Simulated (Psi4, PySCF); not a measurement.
O₂Zr (SMILES [O]=[Zr]=[O]), singlet, at a GFN2-xTB geometry (such geometries of metal compounds can be far from the true shape) (core potentials on Zr). Base run: BLYP/def2-SVP, TDDFT run with PySCF.

Here is a job for PySCF.
```python
from pyscf import gto, scf, dft, tdscf

mol = gto.M(
    atom='''
Zr    0.178031   -0.167449    0.181754
O     0.648216    0.612472   -1.346694
O    -1.538373    0.224775    0.437923
''',
    basis='def2-svp',
    ecp={'Zr': 'def2-svp'},
    charge=0,
    spin=0,
    verbose=4,
)

mf = dft.RKS(mol)
mf.xc = 'blyp'
mf.kernel()
td = mf.TDDFT()
td.nstates = 5
td.kernel()
td.analyze(verbose=3)
```

Programs used: Psi4, PySCF; a row that names a program was run with it.

The base run was repeated with changes; each row names its change, and settings that it needs were set with it.

```tsv
change	first excitation (eV)	oscillator strength of the first	second (eV)
base	1.46	0.003	2.46
functional = pbe0	___	___	___
functional = pbe	___	0.003	___
response = Tamm-Dancoff	1.47	0.004	2.48
nstates = 15	1.46	0.003	2.46
functional = b3lyp	2.07	0.004	2.90
functional = bhandhlyp	2.87	0.006	3.50
code = psi4	1.46	0.003	2.46
states = triplets; response = Tamm-Dancoff	___	-	___
nstates = 10	1.46	0.003	2.46
```

Problem. Complete the blanks.

Solution. 
- functional = pbe0, first excitation (eV): 2.40
- functional = pbe0, oscillator strength of the first: 0.005
- functional = pbe0, second (eV): 3.19
- functional = pbe, first excitation (eV): 1.64
- functional = pbe, second (eV): 2.62
- states = triplets; response = Tamm-Dancoff, first excitation (eV): 1.40
- states = triplets; response = Tamm-Dancoff, second (eV): 2.27

An iterative solver can miss low states, so a row lists the states that it found.
